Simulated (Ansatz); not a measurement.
Program: Ansatz. Geometries: PBE0-D4/def2-TZVP. ΔE: electronic, gas phase. CCSD(T)/CBS adds triple-zeta CCSD(T) − MP2 to the extrapolated MP2 energy (def2 sets, frozen cores). One conformer a species, not always the lowest.

Reaction (substitution at a C–O bond): `COB(O)F` + `OC[SiH2]F` → `COC[SiH2]F` + `OB(O)F`

`COB(O)F`:

Z-matrix (Å, degrees):
```
C
O 1 1.414
H 1 1.092 2 108.7
H 1 1.092 2 108.8 3 -118.3
H 1 1.091 2 111.8 3 120.8
B 2 1.344 1 122.2 3 -121.5
F 6 1.336 2 117.4 1 -180.0
O 6 1.361 2 122.7 1 0.0
H 8 0.959 6 112.6 2 180.0
```

`OC[SiH2]F`:

```xyz
9

O    -0.077    0.239   -1.724
C    -0.649   -0.283   -0.532
Si    0.315    0.255    0.985
F     1.839   -0.192    0.729
H     0.835   -0.060   -1.779
H    -0.742   -1.379   -0.571
H    -1.670    0.108   -0.475
H    -0.163   -0.416    2.221
H     0.311    1.729    1.145
```

`COC[SiH2]F`:

```xyz
12

C    -0.999   -1.167   -0.912
O    -1.073   -0.585    0.361
C     0.193   -0.237    0.884
Si    0.852    1.422    0.284
F    -0.072    2.593    0.866
H    -0.544   -0.495   -1.651
H    -0.418   -2.101   -0.889
H    -2.019   -1.392   -1.225
H     0.934   -1.032    0.697
H     0.080   -0.175    1.973
H     0.838    1.547   -1.194
H     2.228    1.621    0.807
```

`OB(O)F`:

Cartesian coordinates in Å:
```
O 0.841 0.278 0.673
B -0.139 0.118 -0.256
O -0.973 -0.946 -0.230
F -0.306 1.016 -1.227
H 1.360 1.075 0.540
H -0.784 -1.541 0.499
```

```
        level  ΔE (eV)
HF/def2-QZVPP    -0.07
MP2/CBS(def2)    -0.11
```

Question: What does CCSD(T)/CBS give? (An estimate is asked.)

Answer: Computed: -0.10 eV. The listed levels differ from it by 0.03, -0.01 eV.

Largest T1 diagnostic among the species: 0.012.

In def2-TZVPP, CCSD(T) changes the Hartree–Fock value by −0.04 eV (the triples alone add −0.01 eV) and MP2 by −0.05 eV.
